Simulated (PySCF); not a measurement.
Species: C9H10BN.
SMILES: `CB(C)c1cccc(C#N)c1`

Theory: PySCF, PBE0-D3(BJ)/def2-SVP geometry optimisation, gas phase.

Take the most abundant isotopes and a rigid rotor. 

Problem. Give the principal moments of inertia and the rotational constants in MHz.

Solution. Ia = 256.46, Ib = 724.39, Ic = 974.29 u·Å²; 505379 MHz·u·Å²/I gives A = 1971, B = 697.7, C = 518.7 MHz.

Problem. Classify the top.

Solution. An asymmetric top. Ray's parameter κ = (2B − A − C)/(A − C) = -0.753; −1 is the prolate and +1 the oblate limit.

Problem. Is it planar, by Δ = Ic − Ia − Ib?

Solution. Not planar: Δ = Ic − Ia − Ib = -6.56 u·Å². For a rigid frame Δ = −2 Σ m c², so Σ m c² = 3.28 u·Å² lies off the ab plane: 3.14 from hydrogen and 0.14 from heavier atoms. The atom farthest from that plane is 0.95 Å away.

Problem. Give the other two planar moments, Paa and Pbb, and the rms extents of the mass along the axes.

Solution. Paa = Σ m a² = (Ib + Ic − Ia)/2 = 721.11 and Pbb = Σ m b² = (Ia + Ic − Ib)/2 = 253.18 u·Å². With the mass M = 143.09 u, the rms extents √(P/M) along a, b and c are 2.24, 1.33, 0.15 Å.

Problem. Give the coordinates in the principal-axis frame, origin at the centre of mass.

Solution. The sense of each axis is arbitrary; atoms in the order of the calculation.
```
atom  mass (u)   a (Å)   b (Å)   c (Å)
  C1    12.000  -3.592  -0.320   0.070
  B2    11.009  -2.288   0.559   0.008
  C3    12.000  -2.356   2.130  -0.064
  C4    12.000  -0.878  -0.153   0.001
  C5    12.000  -0.756  -1.555  -0.019
  C6    12.000   0.486  -2.186  -0.030
  C7    12.000   1.652  -1.429  -0.017
  C8    12.000   1.564  -0.029   0.004
  C9    12.000   2.756   0.766   0.017
 N10    14.003   3.717   1.414   0.026
 C11    12.000   0.309   0.594   0.010
 H12     1.008  -3.549  -1.065   0.882
 H13     1.008  -3.675  -0.909  -0.863
 H14     1.008  -4.518   0.262   0.177
 H15     1.008  -3.378   2.532  -0.091
 H16     1.008  -1.842   2.572   0.809
 H17     1.008  -1.811   2.510  -0.945
 H18     1.008  -1.658  -2.171  -0.027
 H19     1.008   0.549  -3.277  -0.048
 H20     1.008   2.632  -1.909  -0.023
 H21     1.008   0.271   1.685   0.023
```

Problem. Which lines would a microwave search look for?

Solution. The dipole components are |μa| = 3.61 D, |μb| = 2.51 D, |μc| = 0.07 D. Intensities carry the squares of the components, which stand as 1.00 : 0.48 : 0.00 (a : b : c). Some lines, for components of 0.1 D or more:

```csv
type,branch,"J(Ka,Kc)",MHz,lower level (cm⁻¹)
a,Q,"3(1,2) ← 3(1,3)",1073,0.271
b,Q,"4(1,3) ← 4(0,4)",2460,0.397
b,R,"3(1,3) ← 2(0,2)",4482,0.121
b,Q,"4(2,3) ← 4(1,4)",5011,0.420
a,R,"4(1,3) ← 3(1,2)",5185,0.306
b,R,"2(2,0) ← 1(1,1)",6627,0.083
b,Q,"3(3,1) ← 3(2,2)",6823,0.425
b,R,"4(2,3) ← 3(1,2)",8414,0.306
b,Q,"4(4,1) ← 4(3,2)",9508,0.816
b,R,"4(2,2) ← 3(1,3)",9739,0.271
```

Whether it is a minimum is left open (no frequencies). Constants of a rigid frame at the computed geometry: no zero-point averaging, no centrifugal distortion. A rigid rotor knows nothing of internal rotation, which can split or shift real lines. Quadrupole hyperfine structure (11B, 14N) is left out.

The values belong to the conformer `[CH3:1][B:2]([CH3:3])[c:4]1[cH:5][cH:6][cH:7][c:8]([C:9]#[N:10])[cH:11]1`: C1–B2–C4–C5 3°.
